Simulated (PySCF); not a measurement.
## Orbital picture of CsH

PBEsol at R = 2.579 Å; basis Cs def2-SVPD with ECP46, H def2-SVPD; scalar-relativistic core potentials; PySCF 2.14. State: ¹Σ⁺ (singlet), closed shell. Only the outer orbitals are listed, counted within each symmetry, core potentials removing the inner ones.

```json
{"orbital": "1σ", "occ.": "2", "ε (eV)": "-26.60", "on Cs (%)": "100", "main shells (%)": "100 Cs s"}
{"orbital": "1π", "occ.": "2", "ε (eV)": "-13.29", "on Cs (%)": "100", "main shells (%)": "100 Cs p"}
{"orbital": "1π", "occ.": "2", "ε (eV)": "-13.29", "on Cs (%)": "100", "main shells (%)": "100 Cs p"}
{"orbital": "2σ", "occ.": "2", "ε (eV)": "-13.00", "on Cs (%)": "99", "main shells (%)": "99 Cs p"}
{"orbital": "3σ", "occ.": "2", "ε (eV)": "-3.07", "on Cs (%)": "36", "main shells (%)": "64 H s, 23 Cs s, 9 Cs d"}
{"orbital": "4σ", "occ.": "0", "ε (eV)": "-1.35", "on Cs (%)": "91", "main shells (%)": "65 Cs s, 23 Cs p, 8 H s"}
{"orbital": "2π", "occ.": "0", "ε (eV)": "-0.27", "on Cs (%)": "100", "main shells (%)": "92 Cs p, 8 Cs d"}
{"orbital": "2π", "occ.": "0", "ε (eV)": "-0.27", "on Cs (%)": "100", "main shells (%)": "92 Cs p, 8 Cs d"}
```

Problem. Which are the highest filled and the lowest empty level, where do they sit, and how wide is the gap?

Solution. Highest filled 3σ at -3.07 eV (in %: 64 H s, 23 Cs s, 9 Cs d); lowest empty 4σ at -1.35 eV (in %: 65 Cs s, 23 Cs p, 8 H s); the gap at PBEsol is 1.72 eV.

- bond order (Mayer): 0.92
- ⟨S²⟩: 0.000
- charge on Cs (Mulliken, basis-dependent): 0.31
- charge on Cs (Löwdin, basis-dependent): 0.35
- dipole moment (positive dipole means Cs(−)H(+)): -7.32 D

Spin–orbit coupling is left out.
